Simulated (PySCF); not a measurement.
FGa (SMILES [F][Ga]), singlet, geometry from GFN2-xTB (such geometries of metal compounds can be far from the true shape); BLYP/def2-SVPD run with PySCF.

Input for PySCF:
```python
from pyscf import gto, scf, dft

mol = gto.Mole()
mol.atom = '''
    Ga   -0.000000   -0.000000   -0.404797
    F     0.000000    0.000000    1.394301
'''
mol.basis = 'def2-svpd'
mol.charge = 0
mol.spin = 0
mol.verbose = 4
mol.build()

mf = dft.RKS(mol)
mf.xc = 'blyp'
mf.kernel()
```

It wrote (shortened):

```
PySCF version 2.14.0

[INPUT] verbose = 4
[INPUT] num. atoms = 2
[INPUT] num. electrons = 40
[INPUT] charge = 0
[INPUT] spin (= nelec alpha-beta = 2S) = 0
[INPUT] symmetry False subgroup None
[INPUT] Mole.unit = angstrom
[INPUT] Symbol           X                Y                Z      unit          X                Y                Z       unit  Magmom
[INPUT]  1 Ga     0.000000000000   0.000000000000  -0.404797000000 AA    0.000000000000   0.000000000000  -0.764955466046 Bohr   0.0
[INPUT]  2 F      0.000000000000   0.000000000000   1.394301000000 AA    0.000000000000   0.000000000000   2.634847025207 Bohr   0.0

nuclear repulsion = 82.0635906697023
number of shells = 23
number of NR pGTOs = 113
number of NR cGTOs = 61
basis = def2-svpd
ecp = {}

******** <class 'pyscf.dft.rks.RKS'> ********
method = RKS
initial guess = minao
damping factor = 0
level_shift factor = 0
DIIS = <class 'pyscf.scf.diis.CDIIS'>
diis_start_cycle = 1
diis_space = 8
diis_damp = 0
SCF conv_tol = 1e-09
SCF conv_tol_grad = None
SCF max_cycles = 50
direct_scf = True
direct_scf_tol = 1e-13
XC library pyscf.dft.libxc version 7.1.2
    S. Lehtola, C. Steigemann, M. J. T. Oliveira, and M. A. L. Marques,  SoftwareX 7, 1–5 (2018)
XC functionals = blyp
    A. D. Becke,  Phys. Rev. A 38, 3098 (1988)
    C. Lee, W. Yang, and R. G. Parr,  Phys. Rev. B 37, 785 (1988)
    B. Miehlich, A. Savin, H. Stoll, and H. Preuss,  Chem. Phys. Lett. 157, 200 (1989)
radial grids:
    Treutler-Ahlrichs [JCP 102, 346 (1995); DOI:10.1063/1.469408] (M4) radial grids

becke partition: Becke, JCP 88, 2547 (1988); DOI:10.1063/1.454033
pruning grids: <function nwchem_prune>
grids dens level: 3
symmetrized grids: False
atomic radii adjust function: <function treutler_atomic_radii_adjust>
small_rho_cutoff = 0
Set gradient conv threshold to 3.16228e-05
Initial guess from minao.
tot grids = 35168
init E= -2023.92402642744
  HOMO = -0.253428912052934  LUMO = -0.0709551620777777  gap/eV = 4.96536
cycle= 1 E= -2024.39153098436  delta_E= -0.468  |g|= 0.879  |ddm|= 1.15
  HOMO = -0.150495247350279  LUMO = -0.0531535925664322  gap/eV = 2.64880
cycle= 2 E= -2020.77111706357  delta_E= 3.62  |g|= 4.15  |ddm|= 2.76
  HOMO = -0.258299350578463  LUMO = -0.0797443713417308  gap/eV = 4.85873
cycle= 3 E= -2024.48435023919  delta_E= -3.71  |g|= 0.49  |ddm|= 2.33
  HOMO = -0.240938939282127  LUMO = -0.0757214440893659  gap/eV = 4.49580
cycle= 4 E= -2024.5013418983  delta_E= -0.017  |g|= 0.282  |ddm|= 0.501
  HOMO = -0.252006718908068  LUMO = -0.0816789166268966  gap/eV = 4.63486
cycle= 5 E= -2024.51260997553  delta_E= -0.0113  |g|= 0.0555  |ddm|= 0.135
  HOMO = -0.250474187942423  LUMO = -0.0796453167179357  gap/eV = 4.64849
cycle= 6 E= -2024.51334162997  delta_E= -0.000732  |g|= 0.0117  |ddm|= 0.0502
  HOMO = -0.251152781052074  LUMO = -0.0797965703163584  gap/eV = 4.66284
cycle= 7 E= -2024.51336577366  delta_E= -2.41e-05  |g|= 0.00193  |ddm|= 0.00704
  HOMO = -0.251241786758615  LUMO = -0.0798489974662948  gap/eV = 4.66384
cycle= 8 E= -2024.51336653772  delta_E= -7.64e-07  |g|= 0.000123  |ddm|= 0.0017
  HOMO = -0.251221615734923  LUMO = -0.0798334943329029  gap/eV = 4.66371
cycle= 9 E= -2024.51336654072  delta_E= -3e-09  |g|= 6.13e-06  |ddm|= 0.000176
  HOMO = -0.251220685313336  LUMO = -0.0798325021954061  gap/eV = 4.66371
cycle= 10 E= -2024.51336654072  delta_E= -3.64e-12  |g|= 1.28e-06  |ddm|= 1.46e-05
  HOMO = -0.251221012326682  LUMO = -0.0798328445062013  gap/eV = 4.66371
Extra cycle  E= -2024.51336654072  delta_E= 1.82e-12  |g|= 2.9e-06  |ddm|= 5.24e-06
converged SCF energy = -2024.51336654072
```
